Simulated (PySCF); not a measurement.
Computed with PBE-D3(BJ)/def2-TZVP // M06-2X/def2-TZVP (PySCF). Isolated molecules, 0 K electronic values unless said otherwise. Delta-SCF ions had no search for a lower state. 

Reference species (SMILES): `B` (neutral, multiplicity 1).

```json
{
  "vertical ionisation energy (Delta-SCF)": "12.91 eV"
}
```

Changed species: `BF` (X = fluoro; the reference has X = H).

Question: Give the shifts of the vertical ionisation energy (Delta-SCF).

Answer: the vertical ionisation energy (Delta-SCF) falls by 0.82 eV, to 12.09 eV.
